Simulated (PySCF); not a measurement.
C4H4F2. Atoms are numbered in the order given.

```xyz
10

C     -2.6532     0.4464     0.0000
C     -1.5518    -0.5654     0.0000
C     -0.2672    -0.3011     0.0000
C      1.0088    -0.0300     0.0000
F      1.7501     0.1238     1.0786
F      1.7501     0.1238    -1.0786
H     -3.2970     0.3101    -0.8842
H     -2.2641     1.4730     0.0000
H     -3.2970     0.3101     0.8842
H     -1.8631    -1.6214     0.0000
```
Charge 0, spin multiplicity 1.

Geometry optimised at PBE0-D3(BJ)/def2-SVP.

The numbers are results of PySCF with PBE0/def2-TZVP, not measurements.

Symmetry labels are those of the subgroup Cs that the program uses (full group Cs).

### Question
List the valence orbital energies around the gap with their symmetry. (The exact figures need the calculation; the answer reports its results.)

### Answer

```csv
orbital,symmetry,energy (eV)
HOMO−7,A',-12.82
HOMO−6,A",-12.68
HOMO−5,A",-12.22
HOMO−4,A',-12.19
HOMO−3,A",-12.04
HOMO−2,A',-10.94
HOMO−1,A",-8.16
HOMO,A',-7.24
LUMO,A",-0.64
LUMO+1,A',0.61
LUMO+2,A',1.75
LUMO+3,A',2.34
```
